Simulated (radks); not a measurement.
Initial-state core-level shifts of the titanium ion Ti2+ when its valence configuration changes from [Ar] 3d2. Method: scalar-relativistic Kohn-Sham, PBE, spin-unpolarised, spherical densities, finite nucleus; Fermi nuclear charge, rms radius 3.5921 fm; computed with a radial shooting solver on a logarithmic mesh with Libxc functionals. Shifts are changes of the shell-averaged eigenvalues in eV (positive: less bound); the change of the density at the nucleus, which sets a Mossbauer isomer shift, is in e/bohr^3, on a base of 8539.

| valence | 2s | 2p | 3s | 3p | density at nucleus |
|---|---|---|---|---|---|
| 3d1 4p1 | -8.695 | -8.602 | -7.361 | -7.066 | +1.7570 |
| 3d1 4s1 | -7.552 | -7.464 | -6.233 | -5.956 | +7.7940 |
| 3d1.5 4s0.5 | -3.582 | -3.540 | -3.004 | -2.872 | +3.6392 |
| 3d1.5 4p0.5 | -4.160 | -4.115 | -3.580 | -3.440 | +0.7938 |
| 4s2 | -16.559 | -16.370 | -13.219 | -12.624 | +17.8192 |
| 4p2 | -18.755 | -18.552 | -15.331 | -14.699 | +4.1847 |
| 3d0.5 4s1.5 | -11.884 | -11.747 | -9.649 | -9.216 | +12.5036 |
